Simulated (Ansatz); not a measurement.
Relaxation of AlH4NS2 (8 atoms, charge 0, multiplicity 1), to a largest force component of 0.015 eV/Å in at most 40 steps.

The calculation used Ansatz, RKS B3LYP-D4/def2-SVP.

```xyz
8
Properties=species:S:1:pos:R:3
N -0.459 1.606 -0.071
Al 0.216 -0.095 -0.371
S -1.208 -1.771 -0.776
S 2.383 -0.527 -0.363
H -1.079 1.873 -0.942
H -1.166 1.588 0.723
H -1.220 -1.554 -2.184
H 2.508 -0.222 -1.730
```

Question: Where does it end, and by what steps?

Answer: The forces met the threshold. After 15 steps the energy has fallen by 1.103 eV; H6 moved furthest, 1.41 Å.

```
step  energy less start (eV)  largest force component (eV/Å)  accepted
   0                  0.0000                           2.030       yes
   1                 -0.2190                           1.044       yes
   2                 -0.3032                           0.519       yes
   3                 -0.4317                           0.419       yes
   4                 -0.4933                           1.361       yes
   5                 -0.6813                           0.806       yes
   6                 -0.8072                           0.666       yes
   7                 -0.9708                           0.434       yes
   8                 -1.0740                           0.217       yes
   9                 -1.0848                           0.257       yes
  10                 -1.0893                           0.233       yes
  11                 -1.0875                           0.498        no
  12                 -1.1010                           0.106       yes
  13                 -1.0979                           0.170        no
  14                 -1.1032                           0.026       yes
  15                 -1.1034                           0.013       yes
```

```xyz
8
Properties=species:S:1:pos:R:3
N -0.558 1.442 -0.184
Al -0.083 -0.170 -0.734
S -1.649 -1.604 -1.284
S 2.027 -0.764 -0.876
H -1.505 1.808 -0.233
H 0.053 2.127 0.248
H -0.788 -2.446 -1.902
H 2.479 0.506 -0.749
```

Whether the end is a true minimum wasn't checked by a vibrational analysis.

Run time: 99 s on 1 thread of Intel(R) Xeon(R) Processor @ 2.70GHz, with other jobs on the host, peak memory 0.19 GiB.
